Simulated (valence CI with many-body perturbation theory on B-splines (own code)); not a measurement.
## From CI to CI+MBPT in Ta II

Calculated by valence CI with perturbative core correlation (CI+MBPT): four valence electrons over a frozen Dirac-Fock core [Xe] 4f14, radial functions for each j: 9 s, 9 p, 10 d, 8 f, 5 g, 3 h, 1 i, with the one-electron correlation potential Σ1 (screened to all orders), the two-electron term Σ2, the three-electron term Σ3, Breit, model QED; selected single and double excitations, second order for the rest, scaled by the run's own slope (own B-spline code, finite nucleus).

Set against measurement, 11 paired levels are off by 281 cm⁻¹ on average, the worst by 824. These come from a selection out of the NIST Handbook of Basic Atomic Spectroscopic Data. Levels without a partner in it may be off by more, other configurations by 1,000 to 4,000 cm⁻¹. Among the levels kept, up to 460 cm⁻¹ of a level comes from second order outside the variational space, and about a tenth of that is noise between levels of different J, which matters for small intervals. 2 measured levels below the end of the list, from 4125 cm⁻¹ on, found no clear computed partner.

Each rung adds one term. CI alone is the Dirac-Coulomb CI over the frozen core; QED comes last and gives the full result, which names the levels. Energies are above 5d3 6s 5F_1 on the same rung, in cm⁻¹. A blank means that the level has no clear partner on that rung.

Names give the largest LS component (configuration and term), which can be under half, so a name can repeat, a term be missing and a line seem to break the LS rules; names also repeat where a configuration has a term twice. Letters in brackets count levels of one name in rising energy.

| Level | CI alone | Σ1 | Σ2 | Σ3 | Breit | QED | Full |
| --- | --- | --- | --- | --- | --- | --- | --- |
| 5d3 6s 5F_2 | 784 | +212 | +45 | -0.4 | -21 | +4.0 | 1023 |
| 5d3 6s 5F_3 | 2018 | +466 | +166 | -3.0 | -58 | +10 | 2600 |
| 5d2 6s2 3F_2 | -2524 | +2310 | +4009 | -34 | +105 | +138 | 4004 |
| 5d3 6s 3P_0 [a] | 1588 | +1447 | +1140 | +141 | +0.1 | +26 | 4343 |
| 5d3 6s 5F_4 |  |  | +281 | -6.2 | -92 | +17 | 4364 |
| 5d3 6s 3P_1 [a] | 2543 | +1602 | +1301 | +157 | -23 | +36 | 5615 |
| 5d3 6s 3P_2 [a] | 2399 | +1728 | +1773 | +117 | -3.0 | +51 | 6064 |
| 5d3 6s 5F_5 | 4829 | +1021 | +409 | -16 | -122 | +21 | 6142 |
| 5d2 6s2 3F_3 | 528 | +2965 | +3932 | -48 | +25 | +141 | 7542 |
| 5d3 6s 3F_2 [a] |  |  | +1367 | -7.3 | -44 | +3.7 | 9780 |
| 5d2 6s2 3F_4 |  |  | +3683 | -41 | -41 | +111 | 10318 |
| 5d3 6s 5P_1 | 9670 | +987 | +257 | -15 | -74 | -6.7 | 10818 |
| 5d4 5D_0 |  |  |  | -222 | -114 | -109 | 11589 |
| 5d3 6s 3G_3 |  |  | +575 | -75 | -68 | -1.3 | 11818 |
| 5d3 6s 5P_2 |  |  |  | -36 | -94 | +2.2 | 12068 |
| 5d4 5D_1 |  |  |  | -210 | -142 | -101 | 12400 |
| 5d3 6s 5P_3 |  |  | +456 | -25 | -94 | +14 | 12655 |
| 5d3 6s 3G_4 |  |  |  | -80 | -67 | +17 | 12890 |
| 5d4 5D_2 |  |  |  | -208 | -154 | -93 | 13165 |
| 5d3 6s 1G_4 |  |  |  | -29 | -56 | +40 | 13290 |
| 5d2 6s2 1D_2 [a] |  |  |  | -8.7 | -104 | +56 | 13961 |
| 5d4 5D_3 |  |  |  | -209 | -181 | -114 | 14242 |
| 5d3 6s 3G_5 | 12642 | +1133 | +692 | -80 | -96 | +6.2 | 14298 |
| 5d3 6s 3F_3 [a] | 12865 | +1177 | +965 | -140 | -133 | -23 | 14710 |
| 5d3 6s 3D_1 [a] | 12945 | +875 | +1220 | -62 | -47 | +3.0 | 14935 |
| 5d4 5D_4 [a] |  |  |  | -188 | -170 | -78 | 15279 |
| 5d3 6s 3P_0 [b] |  |  |  | -74 | -96 | -23 | 15999 |
| 5d4 5D_4 [b] |  |  |  | -145 | -166 | -47 | 16621 |
| 5d3 6s 3D_1 [b] |  |  |  | -83 | -128 | -20 | 17236 |
| 5d3 6s 3D_2 |  |  |  | -65 | -114 | +8.4 | 17409 |
| 5d3 6s 3H_6 | 16327 | +1445 | +463 | -62 | -137 | +2.2 | 18038 |

The middle columns are the shifts that each term adds.

(1) How does the ionisation energy move along the ladder, and which term matters most?

## Answers

(1) CI alone 14.814, + Σ1 15.096, + Σ2 14.963, + Σ3 14.926, + Breit 14.919, + QED 14.903 eV. The largest step is Σ1, 0.282 eV. NIST lists 16.2 ± 0.5 eV (semi-empirical).
